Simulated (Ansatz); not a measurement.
Geometry optimisation of Zn₃⁺.

```yaml
crystal:
  periodic: [false, false, false]
  atoms:
    - {symbol: Zn, position_ang: [-0.735122, 0.838207, 2.419418]}
    - {symbol: Zn, position_ang: [0.009463, 0.004572, 0.001268]}
    - {symbol: Zn, position_ang: [0.725659, -0.842779, -2.420686]}
basis:
  gaussian: {orbitals: def2-TZVP}
total_charge: 1
magnetization: {spin_polarized: true, initial_magnetization: 3}
hamiltonian: {xc: {name: B3LYP}}
scf: {lower_state_search: "off"}
output: {orbitals: {seedname: orbitals}}
relax: {f_tol: 0.02, max_steps: 100}
```

```sh
$ ansatz run in.yaml --threads 4 --pin off --events-out ev --progress --plain --max-ram 3916MiB
```

It prints (some lines left out):

```
Functional definition: B3LYP
mean field -145253.01116785 eV, -5337.9497043913 hartree, gradient 3.3e-6 eV, S^2 3.752016; 0 other end points of the search recorded, 0 dependent functions left out
relax step   1: F+E_penalty+E_count = -145253.01116785 eV  Δ(F+E_penalty+E_count) = +0.000e0 eV  max|allowed force component| = 1.180e-1 eV/Å  Δτ_max = 0.0000 Å  (20 SCF iters, accepted)
mean field -145253.01531663 eV, -5337.9498568563 hartree, gradient 8.4e-6 eV, S^2 3.752023; 0 other end points of the search recorded, 0 dependent functions left out
relax step   2: F+E_penalty+E_count = -145253.01531663 eV  Δ(F+E_penalty+E_count) = -4.149e-3 eV  max|allowed force component| = 8.136e-2 eV/Å  Δτ_max = 0.0189 Å  (25 SCF iters, accepted)
mean field -145253.17117853 eV, -5337.9555846753 hartree, gradient 1.9e-6 eV, S^2 3.753119; 0 other end points of the search recorded, 0 dependent functions left out
relax step   3: F+E_penalty+E_count = -145253.17117853 eV  Δ(F+E_penalty+E_count) = -1.559e-1 eV  max|allowed force component| = 6.880e-1 eV/Å  Δτ_max = 0.0420 Å  (68 SCF iters, accepted)
mean field -145253.22231666 eV, -5337.9574639668 hartree, gradient 5.6e-6 eV, S^2 3.753111; 0 other end points of the search recorded, 0 dependent functions left out
relax step   4: F+E_penalty+E_count = -145253.22231666 eV  Δ(F+E_penalty+E_count) = -5.114e-2 eV  max|allowed force component| = 5.590e-1 eV/Å  Δτ_max = 0.0374 Å  (23 SCF iters, accepted)
mean field -145253.35018337 eV, -5337.9621629819 hartree, gradient 2.9e-6 eV, S^2 3.753047; 0 other end points of the search recorded, 0 dependent functions left out
relax step   5: F+E_penalty+E_count = -145253.35018337 eV  Δ(F+E_penalty+E_count) = -1.279e-1 eV  max|allowed force component| = 7.652e-2 eV/Å  Δτ_max = 0.2000 Å  (25 SCF iters, accepted)
mean field -145253.35356855 eV, -5337.9622873850 hartree, gradient 5.4e-6 eV, S^2 3.753034; 0 other end points of the search recorded, 0 dependent functions left out
relax step   6: F+E_penalty+E_count = -145253.35356855 eV  Δ(F+E_penalty+E_count) = -3.385e-3 eV  max|allowed force component| = 2.467e-2 eV/Å  Δτ_max = 0.0308 Å  (23 SCF iters, accepted)
mean field -145253.35407254 eV, -5337.9623059064 hartree, gradient 5.4e-6 eV, S^2 3.753021; 0 other end points of the search recorded, 0 dependent functions left out
relax step   7: F+E_penalty+E_count = -145253.35407254 eV  Δ(F+E_penalty+E_count) = -5.040e-4 eV  max|allowed force component| = 1.729e-3 eV/Å  Δτ_max = 0.0208 Å  (24 SCF iters, accepted)
Total energy: -145253.35431263 eV, -5337.9623147295 hartree
Atom 0 at    -0.776801     0.917453     2.623523 Å, force    -0.000736    -0.000566    -0.000543 eV/Å
Atom 1 at    -0.028831    -0.013930    -0.003864 Å, force     0.001729     0.000836     0.000232 eV/Å
Atom 2 at     0.805632    -0.903523    -2.619659 Å, force    -0.000993    -0.000270     0.000311 eV/Å
Dipole moment:    -0.000732    -0.000354    -0.000098 e Å
Checks for a lower state left out: stability, starts, cluster_reference, orbital_swaps, neighbouring_geometries, increment
```

It took 24 s on 4 threads of Arm Neoverse V2 on a shared host, peak host memory 0.58 GiB.

The relaxation made no stability test and no search for a lower SCF solution. At B3LYP/def2-TZVP a doublet of charge 1 lies 3.91 eV below the quartet, each at its own geometry. The structure comes from a short search, and lower isomers may exist.
